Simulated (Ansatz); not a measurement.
`F[CH]1O[SiH2][GeH2]1` → `F[C@H]1O[Si@H]1[GeH3]`  (isomerisation)

Gas-phase electronic energies from Ansatz, PBE0-D4/def2-TZVP geometries. CCSD(T)/CBS is the MP2 limit (def2-TZVPP, def2-QZVPP) plus CCSD(T) − MP2 in def2-TZVPP, frozen cores. DFT in def2-TZVPP. B3LYP here is the variant with VWN-RPA as its local correlation; programs differ in this. For Ge outer-core shells are correlated without core-valence functions, which leaves a few kJ/mol of doubt a bond. Scalar relativity is left out up to krypton.

`F[CH]1O[SiH2][GeH2]1`:

```xyz
10

F     0.163   -0.614   -2.128
C     0.767   -0.212   -0.957
O     0.445    1.125   -0.706
Si   -0.688    1.183    0.539
Ge   -0.099   -1.106    0.651
H     1.845   -0.308   -1.106
H    -0.248    2.135    1.590
H    -2.036    1.590    0.063
H     0.908   -1.536    1.730
H    -1.056   -2.258    0.323
```

`F[C@H]1O[Si@H]1[GeH3]`:

Cartesian coordinates in Å:
```
F -1.977 1.290 -0.377
C -1.814 -0.061 -0.433
O -0.975 -0.464 -1.491
Si -0.206 -0.828 -0.027
Ge 1.667 0.511 0.530
H -2.792 -0.540 -0.436
H -0.119 -2.281 0.266
H 1.315 1.986 0.316
H 2.865 0.123 -0.350
H 2.035 0.265 2.002
```

```tsv
level	ΔE (kcal/mol)	difference from CCSD(T)/CBS
PBE-D4	12.6	-3.5
r2SCAN-D4	13.5	-2.6
PBE0-D4	14.6	-1.5
B3LYP-D4	14.9	-1.2
ωB97X-V	15.8	-0.3
ωB97M-V	15.6	-0.5
B2PLYP	15.1	-1.0
PBE	12.2	-3.9
r2SCAN	13.5	-2.6
PBE0	14.3	-1.8
B3LYP	14.2	-1.9
HF/def2-TZVPP	18.0	1.9
MP2/def2-TZVPP	16.3	0.2
SCS-MP2/def2-TZVPP	16.3	0.2
CCSD/def2-TZVPP	16.4	0.3
CCSD(T)/def2-TZVPP	15.9	-0.2
HF/def2-QZVPP	17.6	1.5
MP2/def2-QZVPP	16.3	0.2
SCS-MP2/def2-QZVPP	16.3	0.2
HF/CBS(def2)	17.6	1.5
MP2/CBS(def2)	16.5	0.4
CCSD/CBS(def2)	16.6	0.5
CCSD(T)/CBS	16.1	0
```

Largest T1 diagnostic among the species: 0.014.

From PBE to PBE0 (25 % exact exchange), in def2-TZVPP and without D4, ΔE moves by +2.1 kcal/mol. In def2-TZVPP, CCSD(T) changes the Hartree–Fock value by −2.0 kcal/mol (the triples alone add −0.5 kcal/mol) and MP2 by −1.7 kcal/mol.
